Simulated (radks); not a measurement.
Values are calculated unless marked as measured or tabulated.
Species: Xe IV. Configuration: [Kr] 4d10 5s2 5p3. Code: a radial shooting solver on a logarithmic mesh with Libxc functionals. Model: non-relativistic Kohn-Sham, exchange-only B88, spin-polarised, spherical densities, point nucleus; open shells are filled with parallel spins first (spin-orbit coupling, left out, can overturn this in heavy ions); relativity is left out, which matters for an element this heavy.

Local quantities along the radius. ELF = 1/(1 + alpha^2) is the electron localisation function; alpha = (tau - tau_W)/tau_unif compares the Pauli kinetic energy density with that of the uniform gas (summed over spins); 4 pi r^2 rho is in e/bohr; r v_xc is r times the local exchange-correlation potential of spin up (hartree bohr); s = |grad rho|/(2 (3 pi^2)^(1/3) rho^(4/3)) is the reduced gradient.

r (bohr)    ELF    alpha  4 pi r^2 rho   r v_xc       s
0.001966  0.999  0.02309         4.373  -0.1258  0.3895
0.002289  0.999  0.02420         5.723  -0.1389  0.3940
0.002665  0.999  0.02556         7.448  -0.1537  0.3993
0.003078  0.999  0.02715         9.501  -0.1696  0.4051
0.003583  0.999  0.02922         12.19  -0.1883  0.4123
0.004171  0.999  0.03185         15.51  -0.2092  0.4209
0.004856  0.999  0.03521         19.52  -0.2323  0.4310
0.005653  0.998  0.03957         24.29  -0.2576  0.4430
0.006529  0.998  0.04500         29.48  -0.2836  0.4563
0.007601  0.997  0.05267         35.62  -0.3128  0.4731
0.008849  0.996  0.06325         42.24  -0.3437  0.4929
0.0103    0.994  0.07823         49.04  -0.3754  0.5164
0.0119    0.990  0.09868         55.24  -0.4057  0.5425
0.01385   0.983   0.1308         60.99  -0.4367  0.5744
0.01612   0.968   0.1804         65.32  -0.4657  0.6106
0.01877   0.937   0.2591         67.73  -0.4914  0.6493
0.02185   0.870   0.3857         67.94  -0.5126  0.6860
0.02524   0.753   0.5729         66.32  -0.5283  0.7096
0.02938   0.575   0.8590         63.48  -0.5408  0.7055
0.0342    0.410    1.199         60.87  -0.5517  0.6499
0.03982   0.324    1.444         60.19  -0.5667  0.5364
0.04635   0.333    1.416         62.85  -0.5988  0.4007
0.05353   0.422    1.169         68.75  -0.6566  0.3074
0.06232   0.567   0.8735         77.30  -0.7357  0.2765
0.07255   0.688   0.6732         85.38  -0.8102  0.3044
0.08446   0.740   0.5932         89.50  -0.8655  0.3662
0.09832   0.712   0.6361         87.42  -0.8958  0.4392
0.1136    0.601   0.8143         80.36  -0.9018  0.4926
0.1322    0.432    1.147         71.38  -0.8942  0.4864
0.1539    0.337    1.401         66.05  -0.8982  0.3836
0.1792    0.391    1.248         67.33  -0.9597  0.2590
0.2086    0.559   0.8875         72.89   -1.072  0.2269
0.2409    0.703   0.6504         75.93   -1.158  0.2878
0.2804    0.759   0.5629         70.72   -1.185  0.4111
0.3264    0.696   0.6601         56.38   -1.139  0.5700
0.38      0.444    1.119         39.29   -1.038  0.7005
0.4424    0.205    1.967         27.78  -0.9333  0.5930
0.5109    0.240    1.780         25.25  -0.9348  0.2789
0.5948    0.539   0.9243         28.04   -1.119  0.1783
0.6925    0.749   0.5788         29.85   -1.222  0.2870
0.8061    0.772   0.5432         26.77   -1.217  0.4515
0.9385    0.676   0.6926         19.95   -1.135  0.6329
1.084     0.477    1.047         13.26   -1.026  0.7870
1.262     0.292    1.559         8.333  -0.9311  0.8315
1.469     0.299    1.532         5.798  -0.9195  0.7177
1.71      0.522   0.9565         4.539  -0.9726  0.6634
1.975     0.745   0.5847         3.551  -0.9725  0.7934
2.299     0.823   0.4635         2.394  -0.8967   1.109
2.676     0.783   0.5271         1.318  -0.7643   1.648
3.116     0.612   0.7968        0.5720  -0.6092   2.583
3.627     0.305    1.508        0.1903  -0.4676   4.326
4.189     0.082    3.344       0.05110  -0.3613   7.616
4.877     0.011    9.601      0.009224  -0.2735   15.27
5.677     0.001    35.26      0.001140  -0.2035   34.53

On this mesh the ELF has minima near r = 0.040, 0.15, 0.44, 1.3 bohr, which separate the shells, and maxima near 0.084 (0.74), 0.28 (0.76), 0.81 (0.77), 2.3 (0.82).
